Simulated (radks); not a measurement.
Q: All-electron atom: N in [He] 2s2 2p3. Method: Dirac Kohn-Sham, Wu-Cohen GGA, spin-unpolarised, spherical densities, point nucleus; open shells are shared between the two j in proportion to 2j + 1; computed with a radial shooting solver on a logarithmic mesh with Libxc functionals. Some entries of the table are withheld. Estimate them.

orbital  occ.  eigenvalue (Ry)  r(max) (bohr)
1s1/2       2              (1)         0.1484
2s1/2       2         -1.35769            (2)
2p1/2       1         -0.51944         0.9708
2p3/2       2         -0.51802         0.9718

A: 
(1) 1s1/2 eigenvalue (Ry): -28.22107
(2) 2s1/2 r(max) (bohr): 1.014
